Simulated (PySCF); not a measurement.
# Calculated NMR data

[PySCF: shieldings: GIAO PBE0/pcSseg-1; geometry: PBE0-D3(BJ)/def2-SVP; spin–spin couplings from B3LYP/pcJ-1 (spin–dipole term left out of most H,H and C,H couplings); relativity neglected; one computed conformer; one averaged value for each set of equivalent atoms; gas phase]

References, each an isolated molecule treated in the same way: TMS for 1H and 13C. Multiplet labels drop J under 1 Hz and among equivalent protons, and merge close values. Unscaled 3J(H,H) run several per cent high. Where no couplings were computed, multiplicities follow the n + 1 count of equivalent neighbours, and m marks all less simple cases (inequivalent or close neighbours, rings, F or P nearby). Vicinal couplings that depend on rotamer populations or ring flexing (ring, CH–CH, X–H and H–F types) are those of the one conformer. Couplings to H on boron are left out. Carbons bonded to boron are broad in practice. Shifts are as computed. Against solution values, carbons near 30 ppm lie about +2 ppm off and those near 130 ppm about +5 ppm. Of 1313 compounds with measured shifts, 239 miss one by over three times the rms of a fit or turn the order of signals round; such compounds aren't used in these exercises. OH and NH positions are gas-phase values without hydrogen bonding to other molecules.

**1.** `N(BCBC)C`, C$_{3}$H$_{11}$B$_{2}$N. 1H NMR (600 MHz, computed): δ 7.12 (br, 1H), 4.82 (br, 1H), 3.92 (br s, 1H), 2.92 (s, 3H), 2.16 (s, 2H), 1.02 (s, 3H). 13C{1H} NMR (computed): δ 42.0, 37.5, 16.9.

**2.** SMILES CBNB(C)C, C$_{3}$H$_{11}$B$_{2}$N. 1H NMR (600 MHz, computed): δ 6.33 (br s, 1H), 5.70 (br, 1H), 0.62 (s, 3H), 0.62 (s, 6H). 13C{1H} NMR (computed): δ 9.8 (CH3), 8.9 (CH3).

**3.** `C(C)(C)[BH2-][N+](C)(C)C`, C$_{6}$H$_{18}$BN. 1H NMR (600 MHz, computed): δ 2.36 (s, 9H), 1.99 (br, 2H), 0.94 (d, 6H), 0.09 (m, 1H). 13C{1H} NMR (computed): δ 52.1 (CH3), 27.1 (CH3), 18.7 (CH).
